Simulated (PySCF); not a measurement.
**From computed data to an observable: chemical shift, span and skew from a shielding tensor**

CH₅BrOSi, SMILES [SiH2](Br)OC. Atoms are numbered in the order given.

```xyz
9

Si     0.3823    -0.2018     1.0693
Br     0.6807     0.2654    -1.0928
O     -1.1421    -0.7691     1.3321
C     -2.3308    -0.0716     1.0629
H      1.3165    -1.2830     1.4576
H      0.6268     1.0692     1.8080
H     -2.3793     0.8854     1.6131
H     -3.1792    -0.6948     1.3802
H     -2.4382     0.1416    -0.0147
```

Geometry optimised at PBE0-D3(BJ)/def2-SVP. Other conformers were not sampled.

GIAO shieldings from PBE/pcSseg-1 (PySCF), non-relativistic, no solvent. The symmetric part of the tensor of Si1 has the principal values 292.2, 332.3, 399.3 ppm. The same nucleus in TMS has σ = 335.4 ppm at this level (PySCF, at its B3LYP-D3(BJ)/def2-TZVP geometry). Without spin–orbit terms, shifts of atoms bonded to Cl or Br come out too high.

### Question
Work out the isotropic shielding, the ²⁹Si shift against TMS, the span and the skew.

### Answer

σ(iso) = (σ11 + σ22 + σ33)/3 = 341.3 ppm. δ = σ(ref) − σ(iso) = 335.4 − (341.3) = -5.9 ppm.
Span Ω = σ33 − σ11 = 107.1 ppm. Skew κ = 3(σ(iso) − σ22)/Ω = 0.25. Tumbling in solution averages the tensor to δ; in a static solid the shielding alone would spread this spin-1/2 line over Ω.
